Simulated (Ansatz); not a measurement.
`N#[C][GaH][OH]` from Hartree–Fock to CCSD(T)

| atom | x (Å) | y (Å) | z (Å) |
| --- | --- | --- | --- |
| N1 | -2.616 | 0.984 | -0.004 |
| C2 | -1.572 | 0.499 | 0.057 |
| Ga3 | 0.142 | -0.385 | 0.213 |
| O4 | 1.406 | 0.499 | -0.657 |
| H5 | 0.362 | -1.698 | 1.000 |
| H6 | 2.278 | 0.101 | -0.609 |

Total charge 0; spin multiplicity 1. Correlated methods include outer-core shells of Ga, which these sets cover unevenly. Scalar relativity is left out up to krypton. The structure was optimised at the PBE0-D4/def2-TZVP level. It is one conformer, not always the lowest. Frozen core, restricted reference, the Gaussian-basis code of Ansatz.

```csv
basis,HF (Eh),MP2 corr.,CCSD corr.,(T),CCSD(T) total
def2-SVP,?,-0.67582,-0.67849,-0.02386,?
def2-TZVPP,-2091.69339,-0.80058,?,?,?
def2-QZVPP,?,-1.08885,–,–,–
```

(1) Fill in the withheld values. (Best estimate.)

Results:

(1) Ansatz gave: def2-SVP HF (Eh): -2091.23526; def2-SVP CCSD(T) total: -2091.93761; def2-TZVPP CCSD corr.: -0.80020; def2-TZVPP (T): -0.03651; def2-TZVPP CCSD(T) total: -2092.53010; def2-QZVPP HF (Eh): -2091.74136.
